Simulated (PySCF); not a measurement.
ZrI₄, SMILES [Zr]([I])([I])([I])[I], multiplicity 1.

The structure is a stationary point at PBE-D3(BJ)/def2-SVP. The multiplicity is an assumed one; no other spin state was optimised. The isomer is the one that the SMILES or the coordinates give; other isomers of the formula were not compared. The def2 effective core potentials stand for the cores of I, Zr; spin–orbit coupling is left out.

Method: PBE-D3(BJ)/def2-SVP in PySCF.

Frequencies are harmonic and unscaled.

Modes within 1.5 cm⁻¹ of each other (mostly degenerate sets) share a row, with their intensities summed.

Computed normal modes with their intensities:
```tsv
mode	ν (cm⁻¹)	IR (km/mol)	moving atoms (share of kinetic energy)
1–2	42	0.0	I 100 %
3–5	51	0.0	I 84 %, Zr 16 %
6	159	0.0	I 100 %
7–9	257	121.2	Zr 69 %, I 31 %
```
